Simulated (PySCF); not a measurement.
# Spin-rotation constants: `[H]/N=C\[C@H](C)[C@@H](C)CS`, C$_{6}$H$_{13}$NS

Geometry (Å), atoms numbered from 1 in this order:
```xyz
21

C    -1.8365    0.6504    0.9690
C    -0.6664   -0.1995    0.4719
C    -1.2260   -1.4343   -0.1846
N    -1.0058   -2.6358    0.0900
C     0.2227    0.5558   -0.5358
C     0.8266    1.8245    0.0610
C     1.3285   -0.3584   -1.0604
S     2.4138   -0.9534    0.3010
H    -2.3990    1.0529    0.1289
H    -1.4858    1.4739    1.5844
H    -2.5065    0.0399    1.5714
H    -0.0473   -0.4969    1.3268
H    -1.9202   -1.2480   -1.0023
H    -0.3486   -2.7858    0.8567
H    -0.3959    0.8326   -1.3997
H     0.0543    2.5420    0.3215
H     1.4947    2.2924   -0.6596
H     1.3999    1.5857    0.9540
H     1.9634    0.1789   -1.7657
H     0.9057   -1.2405   -1.5427
H     3.2196   -1.6594   -0.4861
```

Computed with GIAO PBE/pcSseg-1 magnetisability, rotational g tensor and spin-rotation constants, non-relativistic, gas phase in PySCF. Geometry: GFN2-xTB.

(1) Give the nuclear spin-rotation constants along the inertial axes (H = +C I·J) beside the isotropic shieldings.

(2) How do the rotational constants and the g tensor change when H9, H10, H11, H12, H13, H14, H15, H16, H17, H18, H19, H20, H21 are replaced by deuterium?

## Answers

(1) Rotational constants 1.9349, 1.3777, 0.9492 GHz. A star marks the isotopologue with that one atom substituted, in its own axes.
| atom | isotope | Caa (kHz) | Cbb (kHz) | Ccc (kHz) | mean (kHz) | σ (ppm) |
| --- | --- | --- | --- | --- | --- | --- |
| N4 | 14N | 0.231 | 0.293 | 0.208 | 0.244 | -91.2 |
| H9 | 1H | -0.176 | -0.131 | -0.021 | -0.109 | 30.9 |
| H10 | 1H | -0.200 | -0.037 | -0.064 | -0.101 | 30.3 |
| H11 | 1H | -0.087 | -0.103 | -0.078 | -0.089 | 30.6 |
| H12 | 1H | -0.170 | -0.145 | 0.007 | -0.102 | 29.6 |
| H13 | 1H | -0.070 | -0.127 | 0.042 | -0.051 | 24.0 |
| H14 | 1H | -0.077 | -0.104 | 0.077 | -0.035 | 20.6 |
| H15 | 1H | -0.160 | -0.143 | -0.005 | -0.103 | 29.9 |
| H16 | 1H | -0.084 | -0.059 | -0.105 | -0.083 | 30.4 |
| H17 | 1H | -0.094 | -0.120 | -0.065 | -0.093 | 30.7 |
| H18 | 1H | -0.174 | -0.143 | -0.003 | -0.107 | 30.3 |
| H19 | 1H | -0.074 | -0.093 | -0.062 | -0.077 | 28.7 |
| H20 | 1H | -0.151 | -0.010 | -0.075 | -0.079 | 28.4 |
| H21 | 1H | -0.117 | -0.108 | -0.086 | -0.104 | 30.6 |
| C1 | 13C* | 0.273 | 0.205 | 0.143 | 0.207 | 165.0 |
| C2 | 13C* | 0.437 | 0.264 | 0.188 | 0.296 | 127.4 |
| C3 | 13C* | 0.638 | 0.537 | 0.437 | 0.537 | 2.9 |
| C5 | 13C* | 0.332 | 0.271 | 0.168 | 0.257 | 142.5 |
| C6 | 13C* | 0.289 | 0.204 | 0.140 | 0.211 | 164.2 |
| C7 | 13C* | 0.367 | 0.256 | 0.162 | 0.262 | 142.1 |
| S8 | 33S* | 0.304 | 0.264 | 0.226 | 0.265 | 629.6 |

For the geometry as given, no vibrational averaging.

(2) Constants 1.6165, 1.1923, 0.8284 GHz; g -0.0099, -0.0072, -0.0072, against -0.0112, -0.0087, -0.0082 before.
